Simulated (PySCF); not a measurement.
[TaCl6]- (charge -1 and singlet state).
Bonds: Ta1–Cl2, Ta1–Cl3, Ta1–Cl4, Ta1–Cl5, Ta1–Cl6, Ta1–Cl7.

Theory: PBE0-D3(BJ)/def2-SVP geometry optimisation, gas phase, def2 core potentials past Kr (PySCF).

**Question.** What internal coordinates does the optimisation give?

**Answer.** 
```csv
bond,length (Å)
Ta1–Cl2 and 5 like bonds,2.371
```

Bonds in one row agree within 0.01 Å and their mean is given. A selection of angles:
```csv
angle,degrees
Cl2–Ta1–Cl3,179.7
Cl2–Ta1–Cl4,89.9
```

All 6 Cl–Ta bonds measure 2.371 Å. Ta1 (tantalum bonded to 6 Cl) is octahedral (the three widest angles are 179.7°, 179.7° and 179.7°, the others run from 89.7° to 90.2°).

Point group: Oh (tolerance 0.08 Å). Stationary, but not proved a minimum.

On Intel Xeon Platinum 8488C, one thread, no GPU, shared host with 192 logical CPUs at a one-minute load of 100, this took 84 s wall and 0.64 GiB of memory at its peak. This is the geometry optimisation.

---

Species: BBrH₂.
Atom-mapped SMILES: `[BH2:1][Br:2]` (hydrogens: H3, H4 on B1)

The calculation used PBE0-D3(BJ)/def2-SVP geometry optimisation, gas phase (PySCF).

(1) List the bond lengths and angles at this level.

Results:

(1) 
```tsv
bond	length (bohr)	order
B1–Br2	3.573	single
B1–H3, B1–H4	2.272	single
```

Bonds in one row agree within 0.02 bohr and their mean is given. Orders are formal, as drawn. A selection of angles:
```tsv
angle	degrees
Br2–B1–H3	118.0
H3–B1–H4	124.0
```

B1 (three-coordinate boron) is planar (angles 124.0°, 118.0° and 118.0°, sum 360.0°, 0.00 Å off the plane of its three neighbours).

Point group: C2v (tolerance 0.08 Å). No PBE0-D3(BJ)/def2-SVP frequencies stand behind this structure, so it isn't proved a minimum.

On one thread, Arm Neoverse V1, no GPU, shared host, this took 2.7 s wall. That covers the optimisation of the geometry.
